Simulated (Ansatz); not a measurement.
Species: [Cd(Cl)2] (charge 0, multiplicity 1), formula CdCl2.

### Question
How many basis functions does frozen-core CCSD(T)/def2-TZVPP // PBE-D3(BJ)/def2-SVP (Ansatz, a program for electronic structure) use, how many core orbitals are frozen, and how many electrons are correlated?

### Answer
140 basis functions and 10 frozen orbitals, which leaves 34 correlated electrons. Core time is of the order of seconds.
